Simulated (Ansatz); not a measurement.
Molecule: Si2H3Cl2, net charge 0, doublet state. SMILES: Cl[SiH][SiH2]Cl
Geometry: optimised at B3LYP-D3(BJ)/def2-TZVP (Ansatz, an electronic-structure program).

Wanted: atomisation energy, in kcal/mol. Set-up: atomisation electronic, to ground-state atoms; dispersion terms only where a functional's name holds one; non-relativistic; no spin-orbit coupling; frozen cores in correlated levels; six Cartesian d functions in 6-31G* and its kin unless marked 5d; open shells spin-unrestricted. CBS(X,Y): correlation extrapolated as X^-3; Hartree-Fock from the larger set. First-principles rows: single points at B3LYP-D3(BJ) geometries (Ansatz).

```
species          coefficient  E at PBE/6-31G* (Ansatz), Eh  E at PBE/def2-TZVPD (Ansatz), Eh
---------------  -----------  ----------------------------  --------------------------------
Cl[SiH][SiH2]Cl           -1                   -1500.48219                       -1500.60986
Cl atom                   +2                    -459.92714                        -459.95933
H atom                    +3                      -0.49743                          -0.49962
Si atom                   +2                    -289.20204                        -289.22297
```

Coupled cluster (Ansatz) is a level with limits of its own, used here on species with T1 under 0.025 (0.045 for open shells) and stable references: CCSD(T)/CBS(aug-cc-pV(T+d)Z,aug-cc-pV(Q+d)Z). Value to compare with, CCSD(T)/CBS(aug-cc-pV(T+d)Z,aug-cc-pV(Q+d)Z) (Ansatz): 474.1 kcal/mol. 1 Eh = 627.5095 kcal/mol.

Task: Work the quantity out at each level, and compare with CCSD(T)/CBS(aug-cc-pV(T+d)Z,aug-cc-pV(Q+d)Z) (Ansatz).

Result: 
- PBE/6-31G*: the sum of coefficient times E is 0.73154 Eh, or 459.05 kcal/mol. Result: 459.0 kcal/mol. Its difference against CCSD(T)/CBS(aug-cc-pV(T+d)Z,aug-cc-pV(Q+d)Z) (Ansatz) is -15.1 kcal/mol.
- PBE/def2-TZVPD: the sum of coefficient times E is 0.74640 Eh, or 468.37 kcal/mol. Result: 468.4 kcal/mol. Its difference against CCSD(T)/CBS(aug-cc-pV(T+d)Z,aug-cc-pV(Q+d)Z) (Ansatz) is -5.7 kcal/mol.
